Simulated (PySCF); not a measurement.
B2H4, SMILES [BH2-]B, charge -1, multiplicity 2. Atoms are numbered in the order given.

```xyz
6

B      0.0000     0.0000     0.8215
B      0.0000     0.0000    -0.8215
H      0.0000     1.0195     1.5014
H      0.0000    -1.0195     1.5014
H      0.0000     1.0195    -1.5014
H      0.0000    -1.0195    -1.5014
```
Charge -1, spin multiplicity 2.

Coordinates come from a r2SCAN-D4/def2-TZVPD optimisation.

Level of theory: PySCF with PBE/pcH-1.

Unrestricted Kohn–Sham, ⟨S²⟩ = 0.752. Hyperfine tensors hold the contact and dipolar terms, without spin-orbit corrections.

Computed hyperfine couplings:
```
nucleus    A(iso) (MHz)  A(iso) (G)  dipolar principal values (MHz)
---------  ------------  ----------  ------------------------------
11B no. 1           3.8         1.4              -22.2, -21.0, 43.2
11B no. 2           3.8         1.4              -22.2, -21.0, 43.2
1H no. 3          -27.2        -9.7                -11.5, 0.6, 10.9
1H no. 4          -27.2        -9.7                -11.5, 0.6, 10.9
1H no. 5          -27.2        -9.7                -11.5, 0.6, 10.9
1H no. 6          -27.2        -9.7                -11.5, 0.6, 10.9
```

Question: And the g tensor (effective nuclear charges for spin-orbit coupling, GIAO)? (The exact figures need the calculation; the answer reports its results.)

Answer: principal values 2.0023, 2.0023, 2.0026; isotropic 2.0024.
